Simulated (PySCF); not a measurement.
# Ionisation energy of Ir³⁹⁺ by level of theory

Ir³⁹⁺ [Kr] 4d2 (3F) → Ir⁴⁰⁺ [Kr] 4d1 (2D), as a difference of total energies. Calculation: PySCF 2.14, in an uncontracted even-tempered set (19 s from 4.1 bohr⁻², ratio 2.5; 14 p from 5.3 bohr⁻², ratio 2.5; 9 d from 5.3 bohr⁻², ratio 2.5; 4 f from 22 bohr⁻², ratio 2.7; 3 g from 33 bohr⁻², ratio 2.7); the spin-free X2C one-electron Hamiltonian (Gaussian nucleus). Correlated levels: outer shells: [Ar] 3d10 frozen; virtual orbitals above 40 to 60 times the deepest correlated orbital energy dropped. The calculations carry no spin-orbit coupling.

```
                method  ionisation energy (eV)
                   UHF                  1788.8
                 B97-3                  1790.6
                B2PLYP                  1789.8
    MP2 (outer shells)                  1788.6
SCS-MP2 (outer shells)                  1788.6
```

Spin-orbit coupling is strong in these open shells (close to jj coupling). The scalar numbers leave it out and a first-order estimate fails, so it can dominate the gap to the real levels.

Breit and QED terms and the two-electron picture change are absent.

For comparison: 1801 ± 4 eV (theoretical estimate listed by NIST; NIST Atomic Spectra Database, ionization energies).
